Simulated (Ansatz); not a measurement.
Ideal-gas functions of `[Cl][Zn][Br]` at 600 K and 1 bar, from an Ansatz frequency run at PBE0-D4/def2-TZVP.

Molar mass 180.75 g/mol, point group C∞v (symmetry number 1), electronic degeneracy 1, moments of inertia 489.28 u Å². Harmonic wavenumbers (cm⁻¹, unscaled): 93, 93, 271, 472.

Use S(trans) = R[1.5 ln M + 2.5 ln T − 1.1517]; rotational temperatures θ = 24.2544 K / I; S(rot) = R[ln(T/σθ) + 1]; for each mode x = 1.438777 ν̃/T, S = R[x/(eˣ − 1) − ln(1 − e⁻ˣ)] and H = RT x/(eˣ − 1); 1 cm⁻¹ = 0.0119627 kJ/mol; R = 8.31446 J/(mol·K).

By hand: the entropy, in J/(mol·K).

Translation 188.2. Rotation: θ = 0.0496 K, giving 86.5. Vibration, mode by mode: 20.81, 20.81, 12.04, 7.71, in all 61.4. Electronic 0.0. Sum 336.1 J/(mol·K).

By hand: H − E and G − E in kJ/mol, counted from the electronic energy.

Zero-point energy ½ × 929 × 0.0119627 = 5.6; thermal vibration 15.1; translation, rotation and pV give 3.5 RT = 17.5. H − E = 38.2 kJ/mol, and G − E = 38.2 − 600 × 336.1/1000 = -163.5 kJ/mol.

Vibration gives 18 % of the entropy, 41.6 J/(mol·K) of it from the modes under 150 cm⁻¹: soft modes count most, and the harmonic formula is weakest for them.
